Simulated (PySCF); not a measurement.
BeH2, SMILES [BeH2]. Atoms are numbered in the order given.

```xyz
3

Be     0.0000     0.0000     0.0000
H      0.0000     0.0000    -1.3362
H      0.0000     0.0000     1.3362
```
Charge 0, spin multiplicity 1.

Geometry: PBE0-D3(BJ)/def2-TZVPD. The isomer is the one that the SMILES or the coordinates give; other isomers of the formula were not compared.

These are B3LYP/pcJ-2 in PySCF values and carry that method's errors.

Isotropic couplings with Fermi-contact, spin-dipole and both spin-orbit terms, one fixed conformer, no vibrational averaging. Isotopes: 1H.

Computed spin–spin coupling constants:
| pair | bonds apart | J (Hz) |
|---|---|---|
| H2–H3 | 2 | 45.6 |
